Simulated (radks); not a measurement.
La XXVII, configuration [Ar] 3d10 4s2 4p1 (the NIST ground configuration).

Calculated with a radial shooting solver on a logarithmic mesh with Libxc functionals: Dirac Kohn-Sham, PBEsol, spin-unpolarised, spherical densities, point nucleus; open shells fill j = l - 1/2 first.

Energy parts (Ry):
| part | energy |
|---|---|
| total | -16333.2859 |
| kinetic | 17522.1512 |
| electron-nucleus | -37764.1249 |
| Hartree | 4251.3077 |
| exchange-correlation | -342.6199 |

Orbitals (lengths in bohr, moments of r in powers of bohr; <r^-3> diverges for s and p1/2; r(max) is where P^2 peaks):
| orbital | occ. | eigenvalue (Ry) | <r^2> | <r> | <r^-3> | r(max) |
|---|---|---|---|---|---|---|
| 1s1/2 | 2 | -2907.260 | 0.0008540 | 0.02507 | - | 0.01608 |
| 2s1/2 | 2 | -513.9887 | 0.01352 | 0.1068 | - | 0.09104 |
| 2p1/2 | 2 | -488.6154 | 0.009921 | 0.08975 | - | 0.06944 |
| 2p3/2 | 4 | -458.1543 | 0.01118 | 0.09582 | 6704 | 0.07459 |
| 3s1/2 | 2 | -154.5145 | 0.09025 | 0.2810 | - | 0.2587 |
| 3p1/2 | 2 | -143.8734 | 0.08472 | 0.2702 | - | 0.2450 |
| 3p3/2 | 4 | -137.7332 | 0.09176 | 0.2816 | 1388 | 0.2560 |
| 3d3/2 | 4 | -119.3238 | 0.07417 | 0.2513 | 229.1 | 0.2049 |
| 3d5/2 | 6 | -117.9843 | 0.07613 | 0.2548 | 209.2 | 0.2080 |
| 4s1/2 | 2 | -69.52443 | 0.3819 | 0.5833 | - | 0.5694 |
| 4p1/2 | 1 | -65.28224 | 0.3884 | 0.5863 | - | 0.5707 |
| 4p3/2 | 0 | -63.47521 | 0.4107 | 0.6031 | 414.6 | 0.5887 |
| 4d3/2 | 0 | -56.47425 | 0.4141 | 0.6021 | 65.57 | 0.5811 |
| 4d5/2 | 0 | -56.09148 | 0.4204 | 0.6069 | 59.85 | 0.5862 |
| 5s1/2 | 0 | -39.56811 | 1.122 | 1.002 | - | 1.031 |

The highest occupied level is 4p1/2 at -888.21 eV. Summed over all electrons, <r^2> = 2.716 bohr^2, which gives a Langevin (diamagnetic) susceptibility term of -2.15 x 10^-6 cm^3/mol. The density falls to 0.001 e/bohr^3 at r = 1.33 bohr.
